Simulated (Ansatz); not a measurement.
## Nudged elastic band run: Be16B

The input (input.yaml):

```yaml
crystal:
  lattice:
    - [-2.29, -3.966396, 0.0]
    - [3.435, -1.983198, 0.0]
    - [0.0, 0.0, 7.17686]
  atoms:
    - { symbol: Be, position: [0.74309185, 0.49444181, 0.00377197] }
    - { symbol: Be, position: [0.54233508, 0.32719979, 0.23807122] }
    - { symbol: Be, position: [0.78905771, 0.43896474, 0.52202047] }
    - { symbol: Be, position: [0.47112813, 0.32479755, 0.74781237] }
    - { symbol: Be, position: [0.49954188, -0.0074777, -0.00910093] }
    - { symbol: Be, position: [0.26613304, 0.84782379, 0.23584948] }
    - { symbol: Be, position: [0.45257016, 0.09484231, 0.48393084] }
    - { symbol: Be, position: [0.21443436, 0.78392875, 0.74284845] }
    - { symbol: Be, position: [0.23960187, 0.47160951, 0.013615] }
    - { symbol: Be, position: [0.06726726, 0.33522717, 0.30507509] }
    - { symbol: Be, position: [0.4126347, 0.60672438, 0.47219507] }
    - { symbol: Be, position: [-0.05153613, 0.26531516, 0.78408201] }
    - { symbol: Be, position: [-0.01066744, -0.03484665, 0.00800892] }
    - { symbol: Be, position: [0.74992049, 0.81391694, 0.25978203] }
    - { symbol: Be, position: [0.00851582, -0.07536096, 0.49869807] }
    - { symbol: Be, position: [0.71268034, 0.80142108, 0.74276494] }
    - { symbol: B, position: [0.15019528, 0.35831952, 0.5807594] }
basis:
  ecutwfc: 420.0
kpoints:
  mp_grid: { grid: [5, 6, 4] }
hamiltonian:
  xc: lda
scf:
  occupations: { method: fermi_dirac, width: 0.15 }
  lower_state_search: "off"
neb:
  images: 5
  f_tol: 0.03
  initial_path: linear
  max_iterations: 64
  spring: 10.0
  final_atoms:
    - { symbol: Be, position: [0.7882073, 0.53209529, -0.0084053] }
    - { symbol: Be, position: [0.51148269, 0.36943477, 0.25712037] }
    - { symbol: Be, position: [0.75067497, 0.51991776, 0.50902402] }
    - { symbol: Be, position: [0.49143842, 0.40954461, 0.74817609] }
    - { symbol: Be, position: [0.55154572, 0.06959187, 0.03306574] }
    - { symbol: Be, position: [0.2610633, 0.86346047, 0.26285861] }
    - { symbol: Be, position: [0.43358911, -0.00244708, 0.55453989] }
    - { symbol: Be, position: [0.08735903, 0.72610818, 0.72159059] }
    - { symbol: Be, position: [0.28657313, 0.55061354, -0.00707233] }
    - { symbol: Be, position: [0.00095566, 0.34189026, 0.24024621] }
    - { symbol: Be, position: [0.23449403, 0.48485453, 0.48523624] }
    - { symbol: Be, position: [0.04841898, 0.23821809, 0.73316879] }
    - { symbol: Be, position: [0.02979671, 0.00937457, -0.00316751] }
    - { symbol: Be, position: [0.75791772, 0.84027745, 0.25255979] }
    - { symbol: Be, position: [-0.0420603, 0.00669112, 0.48732901] }
    - { symbol: Be, position: [0.71171106, 0.89545375, 0.7714686] }
    - { symbol: B, position: [0.35054187, -0.02620287, 0.82983308] }
  order_check: true
```

Command:

```bash
$ ansatz run input.yaml --threads 2 --pin off --max-ram 5120MiB --backend cpu --events-out ev --progress --plain --runs-dir out
```

Output, in part (warnings, iteration lines):

```
NEB end point (image 0): max|allowed force component| = 2.259e-2 eV/Å (the criterion of neb.relax_end_points is 1.000e-2)
NEB end point (image 6): max|allowed force component| = 1.518e-2 eV/Å (the criterion of neb.relax_end_points is 1.000e-2)
NEB iter   1: max|band force component| = 1.326e1 eV/Å  barrier→ = 7.5953 eV  barrier← = 7.5954 eV  Δτ_max = 0.1742 Å  (42 SCF iters)
NEB iter   2: max|band force component| = 5.452e0 eV/Å  barrier→ = 3.0629 eV  barrier← = 3.0629 eV  Δτ_max = 0.1945 Å  (30 SCF iters)
NEB iter   3: max|band force component| = 1.706e0 eV/Å  barrier→ = 1.2331 eV  barrier← = 1.2332 eV  Δτ_max = 0.1152 Å  (32 SCF iters)
NEB iter   4: max|band force component| = 1.257e0 eV/Å  barrier→ = 0.9631 eV  barrier← = 0.9632 eV  Δτ_max = 0.0759 Å  (30 SCF iters)
NEB iter   5: max|band force component| = 1.436e0 eV/Å  barrier→ = 0.8916 eV  barrier← = 0.8916 eV  Δτ_max = 0.0379 Å  (27 SCF iters)
NEB iter   6: max|band force component| = 1.193e0 eV/Å  barrier→ = 0.8546 eV  barrier← = 0.8546 eV  Δτ_max = 0.0758 Å  (25 SCF iters)
NEB iter   7: max|band force component| = 8.143e-1 eV/Å  barrier→ = 0.7886 eV  barrier← = 0.7887 eV  Δτ_max = 0.1503 Å  (28 SCF iters)
NEB iter   8: max|band force component| = 3.937e-1 eV/Å  barrier→ = 0.8813 eV  barrier← = 0.8813 eV  CI = image 2  Δτ_max = 0.1429 Å  (30 SCF iters)
NEB iter   9: max|band force component| = 3.703e-1 eV/Å  barrier→ = 0.8909 eV  barrier← = 0.8909 eV  CI = image 2  Δτ_max = 0.0797 Å  (27 SCF iters)
NEB iter  10: max|band force component| = 1.738e-1 eV/Å  barrier→ = 0.8725 eV  barrier← = 0.8726 eV  CI = image 2  Δτ_max = 0.1980 Å  (27 SCF iters)
NEB iter  11: max|band force component| = 4.481e-1 eV/Å  barrier→ = 0.8672 eV  barrier← = 0.8672 eV  CI = image 2  Δτ_max = 0.0845 Å  (28 SCF iters)
NEB iter  12: max|band force component| = 3.323e-1 eV/Å  barrier→ = 0.8631 eV  barrier← = 0.8631 eV  CI = image 2  Δτ_max = 0.0358 Å  (27 SCF iters)
NEB iter  13: max|band force component| = 1.313e-1 eV/Å  barrier→ = 0.8602 eV  barrier← = 0.8602 eV  CI = image 2  Δτ_max = 0.0797 Å  (25 SCF iters)
NEB iter  14: max|band force component| = 2.267e-1 eV/Å  barrier→ = 0.8577 eV  barrier← = 0.8578 eV  CI = image 2  Δτ_max = 0.0401 Å  (28 SCF iters)
NEB iter  15: max|band force component| = 2.469e-1 eV/Å  barrier→ = 0.8566 eV  barrier← = 0.8567 eV  CI = image 2  Δτ_max = 0.0200 Å  (25 SCF iters)
NEB iter  16: max|band force component| = 6.173e-2 eV/Å  barrier→ = 0.8557 eV  barrier← = 0.8557 eV  CI = image 2  Δτ_max = 0.0152 Å  (25 SCF iters)
NEB iter  17: max|band force component| = 3.630e-2 eV/Å  barrier→ = 0.8549 eV  barrier← = 0.8550 eV  CI = image 2  Δτ_max = 0.0232 Å  (23 SCF iters)
NEB iter  18: max|band force component| = 4.586e-2 eV/Å  barrier→ = 0.8544 eV  barrier← = 0.8544 eV  CI = image 2  Δτ_max = 0.0116 Å  (25 SCF iters)
NEB iter  19: max|band force component| = 5.098e-2 eV/Å  barrier→ = 0.8540 eV  barrier← = 0.8540 eV  CI = image 2  Δτ_max = 0.0058 Å  (24 SCF iters)
NEB iter  20: max|band force component| = 2.728e-2 eV/Å  barrier→ = 0.8537 eV  barrier← = 0.8537 eV  CI = image 2  Δτ_max = 0.0057 Å  (22 SCF iters)
NEB iter  21: max|band force component| = 2.973e-2 eV/Å  barrier→ = 0.8535 eV  barrier← = 0.8535 eV  CI = image 2  Δτ_max = 0.0000 Å  (261 SCF iters)
```

The run converged. The band force fell under the threshold earlier too, but the program's further tests of the path sent the band on. The profile has 2 maxima (images 2, 4) with wells between them (image 3): this band takes more than one step, which may be the mechanism or a detour left from its start path. By the program's own check the climbing image is a first-order saddle point (lowest curvatures found: -2.06 and 0.21 eV/Å²). Limits of this set-up: coarse k mesh, odd electron count without spin.

Final band (atoms are numbered from 1 in the order of the input):

| image | path coordinate (Å) | energy (eV) | Be2–Be7 (Å) | Be3–B17 (Å) | Be10–B17 (Å) |
| --- | --- | --- | --- | --- | --- |
| 0 | 0.00 | 0.00 | 2.03 | 1.74 | 2.02 |
| 1 | 0.91 | 0.23 | 2.15 | 1.94 | 2.72 |
| 2 | 1.81 | 0.85 | 2.15 | 2.76 | 3.12 |
| 3 | 2.93 | 0.09 | 2.04 | 2.99 | 3.50 |
| 4 | 4.05 | 0.33 | 2.10 | 3.18 | 3.56 |
| 5 | 5.17 | 0.32 | 2.18 | 3.71 | 3.55 |
| 6 | 6.29 | 0.00 | 2.62 | 3.45 | 3.66 |

The run took 22 min on 2 threads of AMD EPYC 7B13 (Zen 3) (shared host), peak memory 1.5 GiB.
